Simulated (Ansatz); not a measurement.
C5H8, SMILES `CCC1C=C1` (C–C–C–C torsion 147°) (charge 0, multiplicity 1).

All values below come from B3LYP/cc-pVTZ // B3LYP-D3(BJ)/def2-TZVP (Ansatz, a first-principles code).

Ansatz 0.2 input:
```yaml
crystal:
  periodic: [false, false, false]
  atoms:
    - { symbol: C, position_ang: [-1.711289, -0.128545, -0.529392] }
    - { symbol: C, position_ang: [-0.468472, -0.686627, 0.162902] }
    - { symbol: C, position_ang: [0.562535, 0.386097, 0.455939] }
    - { symbol: C, position_ang: [2.039394, 0.109972, 0.437681] }
    - { symbol: C, position_ang: [1.594419, 0.794051, -0.560685] }
    - { symbol: H, position_ang: [-2.181975, 0.648012, 0.07852] }
    - { symbol: H, position_ang: [-1.452749, 0.318145, -1.492294] }
    - { symbol: H, position_ang: [-2.455262, -0.907123, -0.708588] }
    - { symbol: H, position_ang: [-0.760509, -1.172406, 1.100534] }
    - { symbol: H, position_ang: [-0.00954, -1.459548, -0.460392] }
    - { symbol: H, position_ang: [0.194681, 1.154098, 1.140853] }
    - { symbol: H, position_ang: [2.865438, -0.360648, 0.941143] }
    - { symbol: H, position_ang: [1.783327, 1.30452, -1.488432] }
basis:
  gaussian: { orbitals: cc-pVTZ }
hamiltonian:
  xc: b3lyp
```

Output:

```
Functional definition: B3LYP
1300 factors; their error is unknown
mean field evaluation 1: about -5303.2045 eV, gradient 7.0e1 eV
mean field evaluation 2: about -5295.1027 eV, gradient 8.9e1 eV
mean field evaluation 4: about -5315.0056 eV, gradient 5.6e0 eV
mean field evaluation 8: about -5315.0573 eV, gradient 4.0e-1 eV
mean field evaluation 16: about -5315.0575 eV, gradient 5.0e-5 eV
mean field -5315.05749538 eV, -195.3247602798 hartree, gradient 5.0e-5 eV, S^2 0.000000; 0 other end points of the search recorded, 0 dependent functions left out
reference -5315.05777673 eV, -195.3247706193 hartree; 19, 19 occupied and 243, 243 virtual orbitals, 1300 factors
Total energy: -5315.05777673 eV, -195.3247706193 hartree
```
